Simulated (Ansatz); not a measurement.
CH₂B₂F₂O (`FB1COB1F`), relaxed with RKS PBE-D4/def2-SVP in Ansatz 0.2.0 from a rough embedded geometry. The force threshold is 0.03 eV/Å; the program also tests the step.

The species carries charge 0 and has multiplicity 1.

Start:

```xyz
8

F     0.194   -1.933    1.233
B     0.261   -0.756    0.437
C    -0.199    0.692    0.594
O    -0.076    1.128   -0.750
B     0.415   -0.256   -1.181
F     0.320   -0.996   -2.445
H     0.408    1.321    1.266
H    -1.323    0.801    0.846
```

Task: By how much does the energy fall, and how many steps does the optimiser take? (Estimate.)

Result: Computed: 133.57 kJ/mol, in 7 steps.

Task: Which bonds change most? (Estimate.)

Result: The calculation gave: O4–B5 from 1.531 to 1.379 Å; B5–F6 from 1.467 to 1.327 Å; F1–B2 from 1.422 to 1.321 Å; C3–O4 from 1.418 to 1.491 Å.

Task: Give the relaxed structure. (Best estimate.)

Result: Ansatz gave: 
```xyz
8

F     0.259   -1.853    1.313
B     0.145   -0.866    0.443
C    -0.245    0.673    0.625
O    -0.098    0.903   -0.841
B     0.256   -0.379   -1.206
F     0.508   -0.719   -2.464
H     0.458    1.327    1.185
H    -1.282    0.914    0.946
```
